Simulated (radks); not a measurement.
Valence configurations of V3+ (all share [Ar]). Calculated with a radial shooting solver on a logarithmic mesh with Libxc functionals: non-relativistic Kohn-Sham, PBE, spin-polarised, spherical densities, point nucleus; open shells are filled with parallel spins first. Energies are relative to 3d2; eigenvalues in eV for spin up.

valence          E (eV)  moment (Bohr magnetons)    e(3d)    e(4p)    e(4s)
3d2               0.000                        2  -38.072        -        -
3d1.5 4s0.5       5.463                        2  -41.272        -  -29.438
3d1.5 4p0.5       8.444                        2  -41.729  -23.735        -
3d1 4s1          11.834                        2  -44.587        -  -30.929
3d1 4s0.5 4p0.5  14.913                        2  -45.031  -25.015  -31.173
3d1 4p1          17.990                        2  -45.471  -25.269        -
3d0.5 4p1.5      28.668                        2  -49.277  -26.740        -
4s1 4p1          34.003                        2        -  -27.699  -34.256
4s0.5 4p1.5      37.280                        2        -  -27.912  -34.461
4p2              40.552                        2        -  -28.120        -

NIST lists [Ar] 3d2 as the ground configuration; this level of theory agrees among the configurations tried. The energies are those of spherical high-spin densities, not of single terms.
